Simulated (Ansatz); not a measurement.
CH5FO2Si (`CO[SiH](O)F`), relaxed with RKS PBE0-D4/def2-TZVP in Ansatz 0.2.0 from a PBE-D4/def2-SVP geometry. The force threshold is 0.005 eV/Å; the program also tests the step.

Total charge 0; spin multiplicity 1.

Start:

```xyz
10

C     1.133    0.007    1.172
O     0.614    0.329   -0.109
Si   -0.771   -0.309   -0.769
O    -1.190    0.611   -2.076
F    -1.919   -0.269    0.399
H     1.574   -1.016    1.192
H     0.353    0.066    1.963
H     1.938    0.729    1.418
H    -0.657   -1.718   -1.230
H    -1.073    1.571   -1.960
```

| step | energy (eV) | largest force (eV/Å) | largest move (Å) |
| --- | --- | --- | --- |
| 1 | -15803.5292 | 1.204 | 0.000 |
| 2 | -15803.6042 | 0.732 | 0.029 |
| 3 | -15803.6301 | 0.067 | 0.024 |
| 4 (rejected) | -15803.6301 | 0.070 | 0.014 |
| 5 | -15803.6310 | 0.048 | 0.007 |
| 6 | -15803.6325 | 0.030 | 0.025 |
| 7 | -15803.6327 | 0.015 | 0.010 |
| 8 | -15803.6328 | 0.016 | 0.011 |
| 9 | -15803.6330 | 0.016 | 0.024 |
| 10 | -15803.6330 | 0.012 | 0.009 |
| 11 | -15803.6331 | 0.008 | 0.008 |
| 12 | -15803.6331 | 0.008 | 0.016 |
| 13 | -15803.6331 | 0.005 | 0.011 |
| 14 | -15803.6331 | 0.002 | 0.004 |

End:

```xyz
10

C     1.121    0.000    1.172
O     0.568    0.369   -0.074
Si   -0.757   -0.284   -0.747
O    -1.175    0.598   -2.039
F    -1.913   -0.290    0.352
H     1.491   -1.030    1.152
H     0.387    0.097    1.977
H     1.960    0.665    1.379
H    -0.580   -1.677   -1.185
H    -1.101    1.552   -1.988
```

Hardware: 4 threads of a server CPU on a shared host. Wall time 37 s, peak host memory 0.45 GiB.
